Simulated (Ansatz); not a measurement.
Program: Ansatz. Geometries: PBE0-D4/def2-TZVP. ΔE: electronic, gas phase. CBS: MP2 limit from def2 TZ/QZ plus the TZ coupled-cluster correction, frozen cores. Functionals use def2-TZVPP. B3LYP here is the variant with VWN-RPA as its local correlation; programs differ in this. One conformer a species, not always the lowest.

`CCCC(=O)N(C)C` + `OC1NCS1` → `CN1CSC1O` + `CCC(=O)N(C)C`  (substitution at a C–C bond)

`CCCC(=O)N(C)C`:

Cartesian coordinates in Å:
```
C 2.688 0.416 1.872
C 1.367 -0.295 1.642
C 0.680 0.177 0.375
C -0.642 -0.529 0.136
O -1.051 -1.372 0.914
N -1.347 -0.180 -0.978
C -0.940 0.803 -1.945
C -2.608 -0.824 -1.245
H 3.171 0.067 2.787
H 3.384 0.245 1.046
H 2.550 1.498 1.965
H 0.696 -0.139 2.490
H 1.519 -1.375 1.584
H 1.337 0.016 -0.488
H 0.510 1.259 0.424
H 0.015 1.248 -1.682
H -0.844 0.351 -2.939
H -1.682 1.606 -2.016
H -2.806 -1.543 -0.454
H -2.579 -1.342 -2.210
H -3.418 -0.087 -1.278
```

`OC1NCS1`:

```xyz
10

O     0.385    1.957   -0.096
C    -0.268    0.743   -0.178
N     0.225   -0.187    0.794
C     0.377   -1.376   -0.032
S     0.192   -0.405   -1.563
H    -0.149    2.630   -0.529
H    -1.356    0.902   -0.173
H    -0.331   -0.284    1.633
H     1.348   -1.865    0.070
H    -0.423   -2.115    0.074
```

`CN1CSC1O`:

Z-matrix (Å, degrees):
```
C
N 1 1.442
H 1 1.102 2 112.9
H 1 1.092 2 109.2 3 -120.9
H 1 1.092 2 109.8 3 121.0
C 2 1.453 1 118.1 3 -55.2
C 2 1.445 1 117.6 3 63.8
S 6 1.821 2 91.9 1 144.9
H 6 1.098 2 113.6 1 30.7
H 6 1.092 2 114.5 1 -96.5
O 7 1.370 2 115.4 1 92.6
H 7 1.097 2 114.9 1 -31.2
H 11 0.965 7 106.8 2 47.4
```

`CCC(=O)N(C)C`:

Cartesian coordinates in Å:
```
C 1.130 -1.707 -1.016
C 0.569 -0.371 -1.492
C 0.624 0.679 -0.401
O 1.562 1.455 -0.351
N -0.377 0.702 0.525
C -0.318 1.666 1.596
C -1.490 -0.206 0.582
H 2.145 -1.576 -0.634
H 0.527 -2.143 -0.216
H 1.167 -2.426 -1.836
H -0.439 -0.495 -1.895
H 1.192 0.023 -2.295
H -0.230 1.163 2.565
H 0.548 2.305 1.442
H -1.227 2.276 1.609
H -2.437 0.345 0.557
H -1.468 -0.788 1.511
H -1.481 -0.902 -0.251
```

```
             level  ΔE (kJ/mol)  difference from CCSD(T)/CBS
            PBE-D4         -7.0                         -2.2
         r2SCAN-D4         -5.8                         -1.0
           PBE0-D4         -5.2                         -0.4
          B3LYP-D4         -8.6                         -3.8
           ωB97X-V         -5.8                         -1.0
           ωB97M-V         -4.4                          0.4
            B2PLYP         -6.0                         -1.2
               PBE         -3.9                          0.9
            r2SCAN         -5.0                         -0.2
              PBE0         -2.4                          2.4
             B3LYP         -3.8                          1.0
     HF/def2-TZVPP         -2.3                          2.5
    MP2/def2-TZVPP         -9.5                         -4.7
SCS-MP2/def2-TZVPP         -8.3                         -3.5
   CCSD/def2-TZVPP         -5.3                         -0.5
CCSD(T)/def2-TZVPP         -7.2                         -2.4
     HF/def2-QZVPP         -2.0                          2.8
    MP2/def2-QZVPP         -8.0                         -3.2
SCS-MP2/def2-QZVPP         -6.9                         -2.1
      HF/CBS(def2)         -2.0                          2.8
     MP2/CBS(def2)         -7.1                         -2.3
    CCSD/CBS(def2)         -3.0                          1.8
       CCSD(T)/CBS         -4.8                            0
```

Largest T1 diagnostic among the species: 0.013.

The D4 term adds −4.9 kJ/mol with B3LYP and −2.8 kJ/mol with PBE0; it sums over pairs of atoms, weighted by their polarisabilities, and B3LYP, whose exchange is more repulsive, gets the larger term. In def2-TZVPP, CCSD(T) changes the Hartree–Fock value by −4.8 kJ/mol (the triples alone add −1.8 kJ/mol) and MP2 by −7.1 kJ/mol.
